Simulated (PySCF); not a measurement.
C₅H₈O₃S.
SMILES with atom numbers: `[O:1]=[S@@:2]1[O:3][CH2:4][C@@H:5]([CH:6]2[CH2:7][CH2:8]2)[O:9]1` (hydrogens: H10, H11 on C4; H12 on C5; H13 on C6; H14, H15 on C7; H16, H17 on C8)

The closed-shell SCF was solved with PySCF and density fitting under several settings on one GFN2-xTB geometry (grid level 2 and gas phase unless stated).

```
                                                                               settings  basis functions  SCF cycles     E (Eh)  HOMO (eV)  LUMO (eV)  dipole (D)
                                      PW91/pcSseg-0, fitting basis def2-universal-jkfit              101          13  -817.4527      -6.26      -1.46        4.66
                                              PBE0/def2-SVPD, energy threshold 1e-11 Eh              260          13  -818.1153      -7.97      -0.43        4.60
BLYP/STO-3G, IEF-PCM acetone, energy threshold 1e-06 Eh, fitting basis def2-qzvpp-jkfit               57          10  -808.8667      -1.48       3.00        2.50
```

**Question.** Estimate the row for these settings: revPBE/IGLO-II, fitting basis def2-universal-jkfit.

**Answer.** 
| settings | basis functions | SCF cycles | E (Eh) | HOMO (eV) | LUMO (eV) | dipole (D) |
| --- | --- | --- | --- | --- | --- | --- |
| revPBE/IGLO-II, fitting basis def2-universal-jkfit | 259 | 13 | -819.0291 | -6.28 | -1.09 | 4.14 |

**Question.** Over all rows, what range does the HOMO–LUMO gap span?

**Answer.** From 4.48 eV (BLYP/STO-3G, IEF-PCM acetone, energy threshold 1e-06 Eh, fitting basis def2-qzvpp-jkfit) to 7.54 eV (PBE0/def2-SVPD, energy threshold 1e-11 Eh). The functional of the narrowest has no exact exchange, that of the widest 25 % exact exchange.

**Question.** And the dipole moment?

**Answer.** From 2.50 D (BLYP/STO-3G, IEF-PCM acetone, energy threshold 1e-06 Eh, fitting basis def2-qzvpp-jkfit) to 4.66 D (PW91/pcSseg-0, fitting basis def2-universal-jkfit); the largest is 1.86 times the smallest, and the median is 4.37 D.

The structure is a single GFN2-xTB conformer; no vibrational corrections.

Shape of the structure used: `[O:1]=[S@@:2]1[O:3][CH2:4][C@@H:5]([CH:6]2[CH2:7][CH2:8]2)[O:9]1`: C4–C5–C6–C7 -94°.
